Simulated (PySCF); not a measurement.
C₃H₄F₄O.
InChI=1S/C3H4F4O/c4-2(1-8)3(5,6)7/h2,8H,1H2/t2-/m1/s1

Torsions of this conformer, `[OH:1][CH2:2][C@@H:3]([F:4])[C:5]([F:6])([F:7])[F:8]`: O1–C2–C3–F4 -61°, C2–C3–C5–F6 53°, H–O1–C2–C3 52°.

The closed-shell ground state was solved at several levels (PySCF, density fitting, gas phase, non-relativistic). Geometry: PBE0-D3(BJ)/def2-SVP, one conformer, isolated molecule.

| level | basis functions | HOMO (eV) | LUMO (eV) | gap (eV) | dipole (D) |
| --- | --- | --- | --- | --- | --- |
| CAM-B3LYP/def2-SVPD | 207 | -10.18 | 0.95 | 11.13 | 2.49 |
| B3LYP/pcJ-1 | 256 | -8.18 | 0.84 | 9.02 | 2.34 |
| PBE0/pcSseg-1 | 156 | -8.46 | 1.16 | 9.62 | 2.35 |

Question: Estimate the row for wB97X-D/pcSseg-2, a basis of 344 functions; the other rows only guide the guess.

Answer: HOMO -10.52 eV, LUMO 2.17 eV, gap 12.69 eV, dipole 2.39 D.

Question: Over all these levels, which gives the widest orbital gap and which the narrowest?

Answer: wB97X-D/pcSseg-2 (range-separated hybrid) has the widest, 12.69 eV, and B3LYP/pcJ-1 (global hybrid, 20 % exact exchange) the narrowest, 9.02 eV. Functional and basis both differ between the two, so the spread mixes both effects.

Question: How far do the dipole and the HOMO energy spread over the levels?

Answer: The dipole runs from 2.34 to 2.49 D (mean 2.39 D) and the HOMO from -10.52 to -8.18 eV.
